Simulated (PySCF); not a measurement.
**Pr³⁸⁺: ionisation energy**

Pr³⁸⁺ [Ar] 3d3 [3d3/2^3, M_J = 3/2] → Pr³⁹⁺ [Ar] 3d2 [3d3/2^2, M_J = 2], as a difference of total energies. All numbers are calculated (PySCF 2.14, the two-component X2C-1e Hamiltonian, in an even-tempered Gaussian basis (16 s from 7.7 bohr⁻², ratio 2.8; 12 p from 10 bohr⁻², ratio 2.8; 8 d from 10 bohr⁻², ratio 2.8; 3 f from 32 bohr⁻², ratio 3)). Correlated levels: [Ne] frozen; the 74 highest virtual spinors dropped. "Screened" scales the spin-orbit matrix elements by Boettger's factors to mimic the two-electron term; Breit and QED terms are absent.

```csv
method,ionisation energy (eV)
GHF (spin-free),2722.8
GMP2 (spin-free),2722.6
GHF (screened spin-orbit),2728.6
GMP2 (screened spin-orbit),2729.3
```

Breit and QED terms and the two-electron picture change are absent.

The spin-free rows relax to the high-spin LS determinant and lack the spin-orbit shift.

The labels give the starting determinants; with spin-orbit coupling the two ends relaxed to ⟨J²⟩ = 3.89, ⟨L²⟩ = 8.48, ⟨S²⟩ = 2.27 and ⟨J²⟩ = 6.04, ⟨L²⟩ = 10.37, ⟨S²⟩ = 1.56.

For comparison: 2729 ± 4 eV (theoretical estimate listed by NIST; NIST Atomic Spectra Database, ionization energies).
